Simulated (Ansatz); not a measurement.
Basis-set series for `N#[C][SnH2][Cl]`. Total charge 0; spin multiplicity 1. Sn: def2 effective core potential. The geometry is a stationary point of PBE0-D4/def2-TZVP.

```csv
functional,basis,functions,energy (Eh),HOMO (eV),LUMO (eV)
PBE0-D4,def2-SVP,82,-768.08709,-9.13,-1.46
PBE0-D4,def2-QZVPP,326,-768.38648,-9.34,-1.71
ωB97M-V,def2-SVP,82,-768.24255,-11.32,0.49
ωB97M-V,def2-QZVPP,326,-768.54393,-11.59,0.00
```

(1) Give the rows for def2-TZVPP. (An estimate is asked.)

Answers

(1) The calculation gave: 
```tsv
functional	basis	functions	energy (Eh)	HOMO (eV)	LUMO (eV)
PBE0-D4	def2-TZVPP	182	-768.36600	-9.31	-1.65
ωB97M-V	def2-TZVPP	182	-768.52447	-11.56	0.16
```

Positive LUMOs are unbound and depend on the basis.

Computed with Ansatz.
